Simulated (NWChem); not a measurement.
C$_{3}$H$_{7}$O, doublet; SMILES CC(C)[O]

In the optimisation the excess spin sits in a' (Cs, its own frame).

**Question.** Give the equilibrium geometry at PBE-D3(BJ)/def2-SVP, spin-unrestricted (NWChem) as a list of bonds and angles, with the point group.

**Answer.** point group Cs; any orientation.
Bonds (Å): C1–C2 1.543, C1–H5 1.109, C1–H6 1.108, C1–H7 1.107, C2–C3 1.543, C2–O4 1.353, C2–H8 1.139, C3–H9 1.109, C3–H10 1.108, C3–H11 1.107. Angles (°): C2–C1–H5 109.4, C2–C1–H6 111.7, C2–C1–H7 110.2, H5–C1–H6 108.1, H5–C1–H7 108.2, H6–C1–H7 109.2, C1–C2–C3 113.6, C1–C2–O4 114.1, C1–C2–H8 106.1, C3–C2–O4 114.1, C3–C2–H8 106.1, O4–C2–H8 101.2, C2–C3–H9 109.4, C2–C3–H10 111.7, C2–C3–H11 110.2, H9–C3–H10 108.1, H9–C3–H11 108.2, H10–C3–H11 109.2.
